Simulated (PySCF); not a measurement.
Vertical excitations of a molecule CH3F3OSi from TDDFT-PBE/def2-SVPD (PySCF), as energy in eV (oscillator strength): 6.04 (0.002), 6.55 (0.045), 7.50 (0.005), 7.57 (0.018), 7.78 (0.004), 7.96 (0.006), 8.23 (0.024), 8.43 (0.038), 9.06 (0.005), 9.17 (0.002). Lowest triplet (TDA): 5.77 eV. Coordinates come from a PBE0-D3(BJ)/def2-SVP optimisation. One conformer was computed; it need not be the lowest.

**Question.** Which molecule gave these data?
A. OC[Si](F)(F)F
B. CO[Si](F)(F)F
C. O[Si](F)(F)CF
D. O[SiH2]C(F)(F)F

**Answer.** A, OC[Si](F)(F)F
